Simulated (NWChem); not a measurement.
System: diphosphane (P$_{2}$H$_{4}$); SMILES PP

NWChem input:

```
start job
memory heap 200 mb stack 900 mb global 1100 mb
geometry units angstroms noautoz
  P     -0.000035    -1.132413    -0.052446
  P     -0.000035     1.132413     0.052446
  H      1.028264    -1.283060     0.924219
  H     -1.028442    -1.283038     0.924107
  H      1.028270     1.283059    -0.924213
  H     -1.028437     1.283039    -0.924113
end
basis spherical
  * library sto-3g
end
dft
  xc xpbe96 cpbe96
  iterations 150
  vectors input atomic output neutral.movecs
end
task dft energy
charge 1
dft
  odft
  mult 2
  vectors input atomic output cation.movecs
end
task dft energy
```

Parts of the log:

```
             Northwest Computational Chemistry Package (NWChem) 7.3.0
             --------------------------------------------------------

 C1  symmetry detected

                             Geometry "geometry" -> ""
                             -------------------------

 Output coordinates in angstroms (scale by  1.889725989 to convert to a.u.)

  No.       Tag          Charge          X              Y              Z
 ---- ---------------- ---------- -------------- -------------- --------------
    1 P                   15.0000     0.00000596    -1.13161206    -0.06755688
    2 P                   15.0000     0.00000610     1.13161206     0.06755688
    3 H                    1.0000     1.02830843    -1.29528210     0.90700662
    4 H                    1.0000    -1.02839757    -1.29525891     0.90690221
    5 H                    1.0000     1.02830762     1.29528132    -0.90700792
    6 H                    1.0000    -1.02839937     1.29525968    -0.90690091

 Effective nuclear repulsion energy (a.u.)      87.3857318445

  pbe96 is a nonlocal functional; adding pw91lda local functional.

                                 NWChem DFT Module
                                 -----------------

 Summary of "ao basis" -> "ao basis" (spherical)
 ------------------------------------------------------------------------------
       Tag                 Description            Shells   Functions and Types
 ---------------- ------------------------------  ------  ---------------------
 P                           sto-3g                  5        9   3s2p
 H                           sto-3g                  1        1   1s

            General Information
            -------------------
          SCF calculation type: DFT
          Wavefunction type:  closed shell.
          No. of atoms     :     6
          No. of electrons :    34
           Alpha electrons :    17
            Beta electrons :    17
          Charge           :     0
          Spin multiplicity:     1
          Use of symmetry is: off; symmetry adaption is: off
          Maximum number of iterations: 150
          AO basis - number of functions:    22
                     number of shells:    14
          Convergence on energy requested:  1.00D-06
          Convergence on density requested:  1.00D-05
          Convergence on gradient requested:  5.00D-04

              XC Information
              --------------
          PerdewBurkeErnzerhof Exchange Functional  1.000
            Perdew 1991 LDA Correlation Functional  1.000 local
           PerdewBurkeErnz. Correlation Functional  1.000 non-local

             Grid Information
             ----------------
          Grid used for XC integration:  medium
          Radial quadrature: Mura-Knowles
          Angular quadrature: Lebedev.
          Tag              B.-S. Rad. Rad. Pts. Rad. Cut. Ang. Pts.
          ---              ---------- --------- --------- ---------
          P                   1.00       88           8.0       590
          H                   0.35       45          10.0       434
          Grid pruning is: on
          Number of quadrature shells:   356
          Spatial weights used:  Erf1

      Superposition of Atomic Density Guess
      -------------------------------------

 Sum of atomic energies:        -675.45394315

      Non-variational initial energy
      ------------------------------

 Total energy =    -675.079111
 1-e energy   =   -1118.146194
 2-e energy   =     355.681351
 HOMO         =      -0.067092
 LUMO         =       0.326754

   convergence    iter        energy       DeltaE   RMS-Dens  Diis-err
 ---------------- ----- ----------------- --------- --------- ---------
 d= 0,ls=0.0,diis     1   -677.0007346451 -7.64D+02  1.26D-02  1.18D-01
 d= 0,ls=0.0,diis     2   -677.0082730808 -7.54D-03  5.58D-03  1.93D-03
 d= 0,ls=0.0,diis     3   -677.0085121556 -2.39D-04  2.28D-03  1.01D-03
 d= 0,ls=0.0,diis     4   -677.0087570719 -2.45D-04  2.00D-04  4.32D-06
 d= 0,ls=0.0,diis     5   -677.0087583170 -1.25D-06  1.96D-05  2.76D-08
 d= 0,ls=0.0,diis     6   -677.0087583273 -1.03D-08  6.41D-07  5.03D-11

         Total DFT energy =     -677.008758327286
      One electron energy =    -1115.173951437306
           Coulomb energy =      398.556459476837
    Exchange-Corr. energy =      -47.776998211272
 Nuclear repulsion energy =       87.385731844455

 Numeric. integr. density =       33.999991407357

                       DFT Final Molecular Orbital Analysis
                       ------------------------------------

 Vector   15  Occ=2.000000D+00  E=-2.207461D-01
              MO Center=  1.1D-05,  3.8D-09, -1.3D-07, r^2= 2.6D+00
   Bfn.  Coefficient  Atom+Function         Bfn.  Coefficient  Atom+Function
  ----- ------------  ---------------      ----- ------------  ---------------
     8      0.472561  1 P  py                17     -0.472561  2 P  py
    19     -0.246277  3 H  s                 20     -0.246263  4 H  s
    21     -0.246277  5 H  s                 22     -0.246263  6 H  s
     9     -0.235727  1 P  pz                18      0.235727  2 P  pz
     4     -0.169788  1 P  py                13      0.169788  2 P  py

 Vector   16  Occ=2.000000D+00  E=-1.701788D-01
              MO Center=  6.8D-06,  1.1D-07, -8.4D-08, r^2= 2.8D+00
   Bfn.  Coefficient  Atom+Function         Bfn.  Coefficient  Atom+Function
  ----- ------------  ---------------      ----- ------------  ---------------
     6      0.515729  1 P  s                 15     -0.515729  2 P  s
     9     -0.464418  1 P  pz                18     -0.464418  2 P  pz
    19     -0.189544  3 H  s                 20     -0.189568  4 H  s
    21      0.189544  5 H  s                 22      0.189568  6 H  s
     5      0.166805  1 P  pz                14      0.166805  2 P  pz

 Vector   17  Occ=2.000000D+00  E=-9.004368D-02
              MO Center=  1.8D-05,  7.7D-08, -3.4D-08, r^2= 3.3D+00
   Bfn.  Coefficient  Atom+Function         Bfn.  Coefficient  Atom+Function
  ----- ------------  ---------------      ----- ------------  ---------------
     8     -0.427912  1 P  py                17      0.427912  2 P  py
     6      0.413082  1 P  s                 15      0.413082  2 P  s
     9     -0.405493  1 P  pz                18      0.405493  2 P  pz
    19     -0.166098  3 H  s                 20     -0.166084  4 H  s
    21     -0.166098  5 H  s                 22     -0.166084  6 H  s

 Vector   18  Occ=0.000000D+00  E= 1.408388D-01
              MO Center=  7.7D-06,  9.2D-08, -1.8D-09, r^2= 2.3D+00
   Bfn.  Coefficient  Atom+Function         Bfn.  Coefficient  Atom+Function
  ----- ------------  ---------------      ----- ------------  ---------------
     8      0.889108  1 P  py                17      0.889108  2 P  py
     4     -0.269069  1 P  py                13     -0.269069  2 P  py
     6      0.220327  1 P  s                 15     -0.220327  2 P  s
     9     -0.073721  1 P  pz                18     -0.073721  2 P  pz
    19      0.070475  3 H  s                 20      0.070481  4 H  s

 Vector   19  Occ=0.000000D+00  E= 2.150452D-01
              MO Center= -4.6D-05,  3.4D-06, -8.5D-07, r^2= 3.3D+00
   Bfn.  Coefficient  Atom+Function         Bfn.  Coefficient  Atom+Function
  ----- ------------  ---------------      ----- ------------  ---------------
     7      0.711150  1 P  px                16      0.711152  2 P  px
    19     -0.514543  3 H  s                 20      0.514569  4 H  s
    21     -0.514542  5 H  s                 22      0.514572  6 H  s
     3     -0.202627  1 P  px                12     -0.202628  2 P  px

 Vector   20  Occ=0.000000D+00  E= 2.441565D-01
              MO Center=  3.6D-05, -3.4D-06,  8.3D-07, r^2= 3.1D+00
   Bfn.  Coefficient  Atom+Function         Bfn.  Coefficient  Atom+Function
  ----- ------------  ---------------      ----- ------------  ---------------
     7      0.779781  1 P  px                16     -0.779779  2 P  px
    19     -0.476435  3 H  s                 20      0.476390  4 H  s
    21      0.476433  5 H  s                 22     -0.476389  6 H  s
     3     -0.223338  1 P  px                12      0.223338  2 P  px

     Multipole analysis of the density
     ---------------------------------

     L   x y z        total         alpha         beta         nuclear
     -   - - -        -----         -----         ----         -------
     0   0 0 0     -0.000000    -17.000000    -17.000000     34.000000

     1   1 0 0     -0.000020     -0.000010     -0.000010      0.000000
     1   0 1 0     -0.000000     -0.000000     -0.000000      0.000000
     1   0 0 1      0.000000      0.000000      0.000000     -0.000000

     2   2 0 0    -18.353329    -16.729540    -16.729540     15.105751
     2   1 1 0     -0.000002      0.000004      0.000004     -0.000009
     2   1 0 1     -0.000001     -0.000000     -0.000000     -0.000001
     2   0 2 0    -19.796960    -90.474686    -90.474686    161.152413
     2   0 1 1     -1.438697      3.575856      3.575856     -8.590409
     2   0 0 2    -19.320966    -15.779829    -15.779829     12.238692

                                 NWChem DFT Module
                                 -----------------

            General Information
            -------------------
          SCF calculation type: DFT
          Wavefunction type:  spin polarized.
          No. of atoms     :     6
          No. of electrons :    33
           Alpha electrons :    17
            Beta electrons :    16
          Charge           :     1
          Spin multiplicity:     2
          Use of symmetry is: off; symmetry adaption is: off
          Maximum number of iterations: 150
          AO basis - number of functions:    22
                     number of shells:    14
          Convergence on energy requested:  1.00D-06
          Convergence on density requested:  1.00D-05
          Convergence on gradient requested:  5.00D-04

              XC Information
              --------------
          PerdewBurkeErnzerhof Exchange Functional  1.000
            Perdew 1991 LDA Correlation Functional  1.000 local
           PerdewBurkeErnz. Correlation Functional  1.000 non-local

             Grid Information
             ----------------
          Grid used for XC integration:  medium
          Radial quadrature: Mura-Knowles
          Angular quadrature: Lebedev.
          Tag              B.-S. Rad. Rad. Pts. Rad. Cut. Ang. Pts.
          ---              ---------- --------- --------- ---------
          P                   1.00       88           8.0       590
          H                   0.35       45          10.0       434
          Grid pruning is: on
          Number of quadrature shells:   356
          Spatial weights used:  Erf1

      Superposition of Atomic Density Guess
      -------------------------------------

 Sum of atomic energies:        -675.45394315

 Renormalizing density from      34.00 to     33

      Non-variational initial energy
      ------------------------------

 Total energy =    -662.807208
 1-e energy   =   -1085.259541
 2-e energy   =     335.066601
 HOMO         =      -0.423961
 LUMO         =      -0.077001

   convergence    iter        energy       DeltaE   RMS-Dens  Diis-err
 ---------------- ----- ----------------- --------- --------- ---------
 d= 0,ls=0.0,diis     1   -676.7437184847 -7.64D+02  1.52D-02  1.05D-01
                                                     1.57D-02  1.24D-01
 d= 0,ls=0.0,diis     2   -676.7631940220 -1.95D-02  1.10D-02  1.50D-02
                                                     1.10D-02  1.44D-02
 d= 0,ls=0.0,diis     3   -676.7720975370 -8.90D-03  3.69D-03  3.64D-03
                                                     3.94D-03  3.63D-03
 d= 0,ls=0.0,diis     4   -676.7755594200 -3.46D-03  4.02D-05  1.10D-07
                                                     9.19D-05  3.02D-07
 d= 0,ls=0.0,diis     5   -676.7755599209 -5.01D-07  2.63D-05  3.65D-08
                                                     1.40D-05  8.01D-09
 d= 0,ls=0.0,diis     6   -676.7755599635 -4.26D-08  6.32D-06  2.54D-09
                                                     1.23D-05  2.48D-09
 d= 0,ls=0.0,diis     7   -676.7755599630  5.47D-10  2.88D-06  3.91D-09
                                                     8.42D-06  5.32D-09

         Total DFT energy =     -676.775559962961
      One electron energy =    -1104.361874897401
           Coulomb energy =      387.487916350595
    Exchange-Corr. energy =      -47.287333260611
 Nuclear repulsion energy =       87.385731844455

 Numeric. integr. density =       32.999991248089

                    DFT Final Alpha Molecular Orbital Analysis
                    ------------------------------------------

 Vector   15  Occ=1.000000D+00  E=-5.096712D-01
              MO Center=  7.3D-06,  8.7D-06,  1.0D-06, r^2= 2.6D+00
   Bfn.  Coefficient  Atom+Function         Bfn.  Coefficient  Atom+Function
  ----- ------------  ---------------      ----- ------------  ---------------
     8      0.509815  1 P  py                17     -0.509817  2 P  py
     9     -0.223661  1 P  pz                18      0.223672  2 P  pz
    19     -0.217483  3 H  s                 20     -0.217473  4 H  s
    21     -0.217487  5 H  s                 22     -0.217476  6 H  s
     4     -0.180939  1 P  py                13      0.180940  2 P  py

 Vector   16  Occ=1.000000D+00  E=-4.845358D-01
              MO Center= -6.9D-06,  3.4D-05,  8.6D-06, r^2= 2.8D+00
   Bfn.  Coefficient  Atom+Function         Bfn.  Coefficient  Atom+Function
  ----- ------------  ---------------      ----- ------------  ---------------
     9      0.494513  1 P  pz                18      0.494524  2 P  pz
     6     -0.448899  1 P  s                 15      0.448908  2 P  s
    19      0.183850  3 H  s                 20      0.183897  4 H  s
    21     -0.183851  5 H  s                 22     -0.183898  6 H  s
     5     -0.175748  1 P  pz                14     -0.175752  2 P  pz

 Vector   17  Occ=1.000000D+00  E=-4.162087D-01
              MO Center=  1.9D-05, -4.0D-05, -1.0D-05, r^2= 3.2D+00
   Bfn.  Coefficient  Atom+Function         Bfn.  Coefficient  Atom+Function
  ----- ------------  ---------------      ----- ------------  ---------------
     9      0.452016  1 P  pz                18     -0.451999  2 P  pz
     6     -0.389317  1 P  s                 15     -0.389298  2 P  s
     8      0.383894  1 P  py                17     -0.383895  2 P  py
    19      0.171347  3 H  s                 20      0.171332  4 H  s
    21      0.171340  5 H  s                 22      0.171326  6 H  s

 Vector   18  Occ=0.000000D+00  E=-1.707950D-01
              MO Center=  8.4D-06, -5.4D-06, -2.8D-07, r^2= 2.3D+00
   Bfn.  Coefficient  Atom+Function         Bfn.  Coefficient  Atom+Function
  ----- ------------  ---------------      ----- ------------  ---------------
     8      0.888416  1 P  py                17      0.888413  2 P  py
     4     -0.267729  1 P  py                13     -0.267727  2 P  py
     6      0.251620  1 P  s                 15     -0.251620  2 P  s
     9     -0.073052  1 P  pz                18     -0.073055  2 P  pz
     2     -0.059020  1 P  s                 11      0.059020  2 P  s

 Vector   19  Occ=0.000000D+00  E=-6.624739D-02
              MO Center= -4.2D-05,  8.8D-05, -2.6D-05, r^2= 3.4D+00
   Bfn.  Coefficient  Atom+Function         Bfn.  Coefficient  Atom+Function
  ----- ------------  ---------------      ----- ------------  ---------------
     7      0.693574  1 P  px                16      0.693629  2 P  px
    19     -0.528078  3 H  s                 20      0.528098  4 H  s
    21     -0.528115  5 H  s                 22      0.528135  6 H  s
     3     -0.195109  1 P  px                12     -0.195124  2 P  px

[...]
```

Level: PBE/STO-3G, vertical spin-unrestricted ions. Coordinates come from a B3LYP/6-31G* (spherical d) optimisation.
